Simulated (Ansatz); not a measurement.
Computed with Ansatz on PBE0-D4/def2-TZVP structures; ΔE is electronic, products minus reactants. CCSD(T)/CBS adds triple-zeta CCSD(T) − MP2 to the extrapolated MP2 energy (def2 sets, frozen cores). This one scheme is used for every species, atoms too. DFT in def2-TZVPP. Open shells (•) are unrestricted, without spin–orbit coupling. Spin–orbit coupling would lower the free atoms: a little for B, C, S. Each species was taken in one conformer, which may not be the lowest.

Consider the atomization: `CB(C)S` → B• + 2 C• + 7 H• + S•.

| level | ΔE (eV) |
| --- | --- |
| PBE0-D4 | 43.16 |
| CAM-B3LYP | 42.88 |

Problem. What does CCSD(T)/CBS give? (Estimate.)

Solution. The calculation gave: +42.76 eV. The listed levels differ from it by 0.40, 0.12 eV.

Largest T1 diagnostic among the species: 0.014.

In def2-TZVPP, CCSD(T) changes the Hartree–Fock value by +8.99 eV (the triples alone add +0.50 eV) and MP2 by +9.38 eV; breaking electron pairs costs correlation energy, which Hartree–Fock lacks. At CCSD(T), def2-SVP lies −1.74 eV from the extrapolated value and def2-TZVPP −0.89 eV: correlation converges slowly with the basis, and small sets miss more of it in the bonded molecule than in its fragments.

For atomizations the MP2-based limit and the directly extrapolated one differ by several kJ/mol either way, and by 10 to 25 for some Ge, Se and Sn compounds, so smaller differences from it don't rank the levels.
